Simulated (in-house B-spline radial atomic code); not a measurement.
# RPA and G0W0 on BLYP: Mg5+

Configuration [He] 2s2 2p3, highest spin, mean-field start BLYP. Computed with a B-spline radial code for spherical atoms: all electrons, non-relativistic, point nucleus, each spin shell either full or empty, empty states to l = 9 with an (l + 1/2)⁻⁴ tail; G0W0 by contour deformation at full frequency.

Command:
```bash
python run_gw.py task.json out
```
Settings (radii: box in bohr, nucleus in fm):
```
Z                        12
electrons                7
configuration            [He] 2s2 2p3
hamiltonian              nr
method                   b88,lyp
lmax                     9
spin_polarised           True
box_radius               10.43
intervals                46
```

Cost of the run: 1.1 s on 1 thread of Arm Neoverse N1 (shared host).

Energies (hartree):

| term | value |
| --- | --- |
| mean-field total | -187.06923 |
| Hartree-Fock functional on these orbitals | -186.86078 |
| direct second order | -0.42897 |
| second-order exchange | 0.20777 |
| SOSEX correction | 0.1851 |

**Question.** What is the RPA correlation energy, and what remains with SOSEX?

**Answer.** RPA gives -0.38069 hartree (-1.48 eV per electron); RPA + SOSEX gives -0.1956, and the second-order doubles -0.22121 hartree (no singles). SOSEX takes back 49 % of the RPA value.

Quasi-particle levels (eV):

```json
{"level": "2p up", "occupied": "yes", "mean field": "-168.71", "Σx - vxc": "-19.61", "Σc": "?", "QP weight": "?", "G0W0": "?"}
{"level": "2s down", "occupied": "yes", "mean field": "-187.80", "Σx - vxc": "-11.97", "Σc": "-2.74", "QP weight": "0.965", "G0W0": "-202.51"}
{"level": "2p down", "occupied": "no", "mean field": "-157.26", "Σx - vxc": "20.32", "Σc": "-4.40", "QP weight": "0.970", "G0W0": "-141.34"}
```

G0W0 = mean field + (Σx - vxc) + Σc, with Σc (partial-wave tail included) taken at the quasi-particle energy. Levels of low weight are left out.

**Question.** Where does G0W0 put 2p up?

**Answer.** At -186.41 eV, with Σc = 1.91 eV and a quasi-particle weight of 0.959. The tabulated removal energy is 186.76 ± 0.06 eV (NIST, semi-empirical); the calculation leaves out relativity, Breit and QED terms, and what these don't explain is the method's own error.
